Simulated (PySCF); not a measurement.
C₂H₅S, SMILES C[CH]S, multiplicity 2. Geometry: r2SCAN-D4/def2-TZVP. The isomer is the one that the SMILES or the coordinates give; other isomers of the formula were not compared. The values are those of a single conformer.

These are r2SCAN-D4/def2-TZVP (PySCF) values and carry that method's errors.

Harmonic wavenumbers (cm⁻¹): 141, 215, 328, 401, 715, 905, 1002, 1063, 1127, 1317, 1395, 1463, 1478, 2657, 2965, 3035, 3101, 3197. Rotational constants (GHz): 38.47, 5.437, 4.931; symmetry number 1.

Q: Work out the zero-point energy and the ideal-gas rigid-rotor harmonic-oscillator thermochemistry at 298.15 K and 1 atm.

A: ZPE = ½ Σ hcν = ½ × 26507 cm⁻¹ = 158.55 kJ/mol. H − E(el) = 174.15 kJ/mol. Entropy in J/(mol K): translation 160.04, rotation 97.32, vibration 32.36, spin 5.76, total 295.48. G − E(el) = 86.06 kJ/mol. Cp = 72.88 J/(mol K). Modes under 150 cm⁻¹ make the vibrational entropy uncertain.
